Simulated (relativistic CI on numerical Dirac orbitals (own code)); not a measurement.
## Calculated levels, Ti²⁰⁺

These numbers are calculated, not measured: Dirac-Coulomb-Breit CI, KLI orbitals optimised for each configuration, QED by a radiative potential, unscaled Slater integrals (own radial code, finite nucleus).

Configuration list: 1s2, 1s 2s, 1s 2p, 1s 3s, 1s 3p, 1s 3d, 1s 4s, 1s 4p, 1s 4d, 1s 4f, 1s 5s, 1s 5p, 1s 5d, 1s 5f, 1s 5g, 1s 6s, 1s 6p, 1s 6d. Levels of other configurations are missing.

```csv
No.,Configuration,Term,J,E (Ry),%,Landé g,Lifetime (s),jj configuration (%)
1,1s2,1S,0,0.000,100,,,closed (100)
2,1s 2s,3S,1,345.489,100,1.992,2.82e-08,1s 2s (100)
3,1s 2p,3P°,0,347.234,100,,3.58e-09,1s 2p1/2 (100)
4,1s 2p,3P°,1,347.330,96,1.471,9.12e-14,1s 2p1/2 (84)
5,1s 2s,1S,0,347.390,100,,,1s 2s (100)
6,1s 2p,3P°,2,347.832,100,1.494,4.33e-10,1s 2p3/2 (100)
7,1s 2p,1P°,1,349.029,96,1.020,4.09e-15,1s 2p3/2 (84)
8,1s 3s,3S,1,409.163,100,1.993,6.85e-13,1s 3s (100)
9,1s 3p,3P°,0,409.645,100,,2.28e-13,1s 3p1/2 (100)
10,1s 3s,1S,0,409.672,100,,6.92e-13,1s 3s (100)
11,1s 3p,3P°,1,409.673,95,1.470,1.30e-13,1s 3p1/2 (85)
12,1s 3p,3P°,2,409.823,100,1.496,2.33e-13,1s 3p3/2 (100)
13,1s 3d,3D,2,410.083,70,1.111,7.80e-14,1s 3d3/2 (99)
14,1s 3d,3D,1,410.085,100,0.501,7.77e-14,1s 3d3/2 (100)
15,1s 3d,3D,3,410.142,100,1.330,7.84e-14,1s 3d5/2 (100)
16,1s 3p,1P°,1,410.153,95,1.024,1.37e-14,1s 3p3/2 (85)
17,1s 3d,1D,2,410.158,70,1.052,7.91e-14,1s 3d5/2 (99)
18,1s 4s,3S,1,431.189,100,1.993,1.01e-12,1s 4s (100)
19,1s 4p,3P°,0,431.387,100,,3.89e-13,1s 4p1/2 (100)
20,1s 4s,1S,0,431.398,100,,9.54e-13,1s 4s (100)
21,1s 4p,3P°,1,431.399,95,1.470,2.51e-13,1s 4p1/2 (85)
22,1s 4p,3P°,2,431.462,100,1.496,3.97e-13,1s 4p3/2 (100)
23,1s 4d,3D,2,431.570,73,1.116,1.81e-13,1s 4d3/2 (98)
24,1s 4d,3D,1,431.570,100,0.502,1.80e-13,1s 4d3/2 (100)
25,1s 4d,3D,3,431.594,100,1.331,1.82e-13,1s 4d5/2 (100)
26,1s 4p,1P°,1,431.599,95,1.025,3.20e-14,1s 4p3/2 (85)
27,1s 4f,3F°,3,431.600,57,1.044,3.71e-13,1s 4f5/2 (100)
28,1s 4f,3F°,2,431.602,100,0.668,3.71e-13,1s 4f5/2 (100)
29,1s 4d,1D,2,431.602,73,1.048,1.84e-13,1s 4d5/2 (98)
30,1s 4f,3F°,4,431.614,100,1.248,3.72e-13,1s 4f7/2 (100)
```

Energies count from the lowest computed level; ° marks odd parity; lifetimes are radiative, by E1, M1, E2, M2 decay to levels of this space only; some are left blank where a channel outside the calculation adds to the decay or the decay crosses a small, uncertain gap. Filled j subshells are mostly left out of the jj labels.

The mean weight of the leading LS term, summed over parents, in these 30 levels is 94 %, and that of the leading jj configuration (from the same eigenvectors) 97 %.

At this charge energies of transitions that change n are usually good to better than 1 %, and those within a shell (Δn = 0) to a few per cent.

LS names give the leading component of a level, which can be under half, so a name can repeat, a term be missing and a line seem to break the LS rules.
